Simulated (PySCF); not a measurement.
Compound: C4H6ClFO2.
Z-matrix (Å and degrees, GFN2-xTB geometry), rows numbered from 1:
```
F 
C   1  1.3593
Cl  2  1.7709  1  108.69
C   2  1.5533  1  110.91  3  -120.95
O   4  1.3880  2  112.79  1    55.08
C   5  1.4197  4  107.33  2   -91.28
C   6  1.5419  5  104.31  4   -18.38
O   4  1.3952  2  110.24  1   -65.23
H   2  1.0958  1  107.44  3   117.92
H   4  1.0979  2  107.44  1   175.71
H   6  1.0945  5  110.43  4   101.64
H   6  1.0911  5  107.44  4  -138.73
H   7  1.0911  6  113.08  5  -116.13
H   7  1.0946  6  111.61  5   119.52
```

The calculation used TDDFT PBE0/def2-SVPD, vertical, gas phase, core orbitals frozen in the response in PySCF.

```json
{"state": "S1", "λ (nm)": "176.6", "E (eV)": "7.02", "f": "0.020", "|μ| (D)": "0.86", "main configurations (H = HOMO, L = LUMO)": "H→L (92%)"}
{"state": "S2", "λ (nm)": "167.4", "E (eV)": "7.41", "f": "0.010", "|μ| (D)": "0.60", "main configurations (H = HOMO, L = LUMO)": "H→L+1 (84%)"}
{"state": "S3", "λ (nm)": "166.1", "E (eV)": "7.46", "f": "0.0014", "|μ| (D)": "0.22", "main configurations (H = HOMO, L = LUMO)": "H-1→L (87%)"}
{"state": "S4", "λ (nm)": "158.9", "E (eV)": "7.80", "f": "0.0059", "|μ| (D)": "0.45", "main configurations (H = HOMO, L = LUMO)": "H-1→L+1 (70%), H-2→L (15%)"}
{"state": "S5", "λ (nm)": "155.5", "E (eV)": "7.97", "f": "0.041", "|μ| (D)": "1.16", "main configurations (H = HOMO, L = LUMO)": "H-2→L (48%), H-1→L+1 (15%), H-2→L+1 (10%)"}
{"state": "S6", "λ (nm)": "153.6", "E (eV)": "8.07", "f": "0.0041", "|μ| (D)": "0.36", "main configurations (H = HOMO, L = LUMO)": "H-3→L (65%), H-3→L+1 (15%)"}
{"state": "S7", "λ (nm)": "153.4", "E (eV)": "8.08", "f": "0.0084", "|μ| (D)": "0.52", "main configurations (H = HOMO, L = LUMO)": "H→L+2 (85%)"}
{"state": "S8", "λ (nm)": "151.3", "E (eV)": "8.20", "f": "0.022", "|μ| (D)": "0.84", "main configurations (H = HOMO, L = LUMO)": "H→L+3 (53%), H→L+5 (14%), H→L+4 (10%)"}
```

Triplets (Tamm–Dancoff): T1 6.54 eV, H→L (68%), H-2→L (9%), H→L+1 (9%); T2 7.12 eV, H→L+1 (32%), H-2→L (26%), H→L (20%); T3 7.21 eV, H-3→L (44%), H→L+1 (17%), H-3→L+1 (16%).

The lowest singlet comes at 177 nm (677 kJ/mol) in the vacuum ultraviolet; it is weak; its leading configuration is HOMO→LUMO (92%). The most intense listed level is S5 at 7.97 eV (155 nm, f = 0.041), 0.96 eV above S1. S6/S7 lie within about 0.01 eV of each other. Löwdin shares by element: HOMO oxygen 44%, carbon 23% or more (atoms not listed hold the other 33%); LUMO chlorine 38%, carbon 19% or more, oxygen 8% or more, hydrogen 6% or more (atoms not listed hold the other 29%). Weighted by f, the mean energy of these states is 7.80 eV. Of the 8 states listed, 4 reach f = 0.01 and none stays under 0.0005. Orbital energies (eV): HOMO-3 -9.35, HOMO-2 -9.12, HOMO-1 -8.31, HOMO -7.99, LUMO 0.35, LUMO+1 0.63, LUMO+2 1.16. The window holds the lowest 8 singlets.

Hardware: an Arm Neoverse V2 with one thread, on a shared host. Cost: 42 s of wall time (with the writing of density and orbital grids), 0.85 GiB resident at most.

One conformer stands for the species.
